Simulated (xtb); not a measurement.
C2H4N, charge +1, singlet, geometry from GFN2-xTB. Base run: GFN2-xTB in xtb.

The xtb input:
```
$ xtb mol.xyz --gfn 2 --chrg 1 --json

# file mol.xyz
7

C      0.00334141     0.00125523    -1.23755640
C     -0.00040118    -0.00015071     0.14858327
N     -0.00350170    -0.00131545     1.29692576
H      0.00839961     1.03012222    -1.61351707
H      0.89303023    -0.51610608    -1.61269688
H     -0.88835179    -0.50910325    -1.61749951
H     -0.00620750    -0.00233191     2.29907192
```

The base run was repeated with changes; each row names its change, and settings that it needs were set with it.

| change | ΔE vs base (kcal/mol) | HOMO-LUMO gap (eV) | G_solv (kcal/mol) | SCF cycles |
|---|---|---|---|---|
| base | 0.000 | 6.11 | - | 11 |
| acc = 30 | 0.000 | 6.11 | - | 8 |
| acc = 0.1 | 0.000 | 6.11 | - | 12 |
| file = coord | 0.000 | 6.11 | - | 11 |
| alpb = hexane | … | 6.12 | … | 10 |
| acc = 1000 | 0.002 | 6.11 | - | 6 |
| alpb = acetonitrile | … | 6.12 | … | 10 |
| gbsa = methanol | -61.47 | 6.05 | -61.75 | 10 |

**Question.** Some entries are withheld; supply them.

**Answer.** 
- alpb = hexane, ΔE vs base (kcal/mol): -36.14
- alpb = hexane, G_solv (kcal/mol): -36.15
- alpb = acetonitrile, ΔE vs base (kcal/mol): -58.69
- alpb = acetonitrile, G_solv (kcal/mol): -58.98

ALPB and GBSA are two models with their own fitted parameters for each solvent, which aren't always the measured dielectric constant.
